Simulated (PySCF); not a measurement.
Compound: C9H6N2.
Atom-mapped SMILES: `[CH3:1][c:2]1[cH:3][cH:4][cH:5][c:6]([C:7]#[N:8])[c:9]1[C:10]#[N:11]` (hydrogens: H12, H13, H14 on C1; H15 on C3; H16 on C4; H17 on C5)

Level: CAM-B3LYP/def2-SVPD in PySCF, non-relativistic, on one gas-phase PBE0-D3(BJ)/def2-SVP geometry that isn't relaxed in the solvent. The solvent is an IEF-PCM continuum (Bondi radii, 1.10 Å for H, scaled by 1.2). Specific hydrogen bonds and non-electrostatic terms are outside this model.

Gas phase at CAM-B3LYP/def2-SVPD: HOMO -9.38 eV, LUMO -1.45 eV, dipole 7.43 D.

Problem. What does the continuum do to the energy, the frontier levels and the dipole at CAM-B3LYP/def2-SVPD in acetone and dimethylsulfoxide?

Solution. 
```csv
solvent,ε,E(solvent) − E(gas) (kJ/mol),polarisation term (kJ/mol),distortion of the solute (kJ/mol),HOMO (eV),LUMO (eV),dipole (D)
acetone,20.49,-42.79,-54.76,11.97,-9.02,-1.28,10.10
dimethylsulfoxide,46.83,-44.85,-58.05,13.20,-9.01,-1.27,10.24
```

The polarisation term is half the interaction of the solute with the surface charges that it induces; the rest is the cost of distorting the solute's density. The sum is the electrostatic part of solvation alone. From acetone to dimethylsulfoxide the lowering changes by a factor 1.05, Onsager's factor (ε − 1)/(2ε + 1) by 1.04 and ε itself by 2.3.

Problem. Which radius a makes the point-dipole formula ΔE = −[(ε − 1)/(2ε + 1)]·μ²/a³ give the value in dimethylsulfoxide, with the gas-phase dipole?

Solution. μ = 2.924 au and |ΔE| = 0.01708 Eh give a = 3.30 Å; the farthest nucleus lies 3.99 Å from the centroid of the nuclei, so such a sphere wouldn't even hold the nuclei. The formula assumes a rigid point dipole at the centre of a sphere.

Problem. How does the static polarisability (CAM-B3LYP/def2-SVPD, frozen core, with the continuum's full static response) change?

Solution. 
```tsv
medium	isotropic (au)	principal values (au)	⟨r²⟩ of the electrons (bohr²)
gas	113.1	63.5, 131.1, 144.7	1632.0
acetone	157.3	86.5, 179.6, 205.6	1634.0
dimethylsulfoxide	159.9	88.3, 182.2, 209.1	1634.1
```

The isotropic value in dimethylsulfoxide is 1.41 times the gas-phase one; no cavity-field correction is applied. ⟨r²⟩ is taken about the centre of nuclear charge.

Hardware: an Arm Neoverse V1 with one thread (shared host). Cost: 74 s wall. This is the whole response run at CAM-B3LYP/def2-SVPD in dimethylsulfoxide, SCF included.
